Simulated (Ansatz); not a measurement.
Two isomers of CH4OSiTe: A = `[TeH]C1O[SiH2]1`, B = `O[SiH]1C[Te]1`.

Program: Ansatz. Geometries: PBE0-D4/def2-TZVP. ΔE: electronic, gas phase. CBS: MP2 limit from def2 TZ/QZ plus the TZ coupled-cluster correction, frozen cores. DFT in def2-TZVPP. B3LYP here is the variant with VWN-RPA as its local correlation; programs differ in this. Elements past krypton have def2 core potentials. For Te outer-core shells are correlated without core-valence functions, which leaves a few kJ/mol of doubt a bond. One conformer a species, not always the lowest.

Q: Which isomer does CCSD(T)/CBS put lower? Give the gap. (Best estimate.)

A: Computed: B, by 247.9 kJ/mol.

Q: Give E(B) − E(A) in kJ/mol with B3LYP, B2PLYP, HF/def2-TZVPP, MP2/def2-TZVPP, r2SCAN-D4, CCSD(T)/def2-TZVPP, PBE-D4. (An estimate is asked.)

A: Computed: B3LYP -235.2, B2PLYP -242.7, HF/def2-TZVPP -249.7, MP2/def2-TZVPP -257.3, r2SCAN-D4 -242.9, CCSD(T)/def2-TZVPP -241.0, PBE-D4 -232.4. None reverses the order clearly.

Largest T1 diagnostic: 0.014.

From PBE to PBE0 (25 % exact exchange), in def2-TZVPP and without D4, E(B) − E(A) moves by −12.9 kJ/mol.
